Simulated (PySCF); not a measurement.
**Two-component Hartree-Fock for Lu²⁺ (lutetium, charge +2)**

Start: [Xe] 4f14 5d1; 5d5/2 filled at m_j = +5/2. Calculated with PySCF 2.14 in x2c-SVPall-2c with one added diffuse shell each of s, p, d type (8s11p10d2f1g, 114 functions): generalised Hartree-Fock with the X2C-1e Hamiltonian and a Gaussian nucleus; spin-orbit coupling (SO) screened by Boettger's factors. This is a chosen level, not necessarily the ground level.

| spinor shell | electrons | ε, screened SO (eV) | weight of nominal j (screened SO) | rms radius, screened SO (bohr) |
| --- | --- | --- | --- | --- |
| 1s1/2 | 2 | -63644.1 | 1.000 | 0.0219 |
| 2s1/2 | 2 | -10979.0 | 1.000 | 0.0885 |
| 2p1/2 | 2 | -10460.7 | 1.000 | 0.0754 |
| 2p3/2 | 4 | -9337.2 | 1.000 | 0.0825 |
| 3s1/2 | 2 | -2557.5 | 1.000 | 0.227 |
| 3p1/2 | 2 | -2328.3 | 1.000 | 0.218 |
| 3p3/2 | 4 | -2084.1 | 1.000 | 0.232 |
| 3d3/2 | 4 | -1698.9 | 1.000 | 0.206 |
| 3d5/2 | 6 | -1646.2 | 1.000 | 0.210 |
| 4s1/2 | 2 | -550.40 | 1.000 | 0.509 |
| 4p1/2 | 2 | -455.62 | 1.000 | 0.520 |
| 4p3/2 | 4 | -399.57 | 1.000 | 0.552 |
| 4d3/2 | 4 | -243.14 | 1.000 | 0.584 |
| 4d5/2 | 6 | -232.65 | 1.000 | 0.597 |
| 5s1/2 | 2 | -88.185 | 1.000 | 1.27 |
| 5p1/2 | 2 | -58.813 | 0.997 | 1.42 |
| 5p3/2 | 4 | -51.834 | 0.998 | 1.53 |
| 4f5/2 | 6 | -38.051 | 0.998 | 0.794 |
| 4f7/2 | 8 | -36.522 | 0.999 | 0.808 |
| 5d5/2 | 1 | -18.972 | 1.000 | 2.61 |

```tsv
quantity	screened SO
E (hartree)	-14565.44141
M_J	5/2
⟨J²⟩	8.755
⟨L²⟩	6.114
⟨S²⟩	0.863
```

Each row is a mean over spinors that exchange with the open shell spreads, by up to 2.521 eV (5p3/2).

Breit and QED terms are absent; they matter most for the inner s and p1/2 levels.

Densities and radii are taken from the X2C orbitals without a picture-change correction, which distorts them close to the nucleus.
